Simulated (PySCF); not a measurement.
All values below come from ωB97X-D3(BJ)/def2-TZVP // PBE0-D3(BJ)/def2-TZVP (PySCF). Isolated molecules, 0 K electronic values unless said otherwise. 

Reference species (SMILES): `[SiH3][Al]([SiH3])[Br]` (neutral, multiplicity 1).

```json
{
 "dipole_moment": "1.29 D"
}
```

Changed species: `[Al]([SiH3])([SiH3])[SiH3]` (whole molecule; the reference has whole molecule).

Give the shifts of the dipole moment.

the dipole moment decreases by 1.13 D, to 0.16 D.
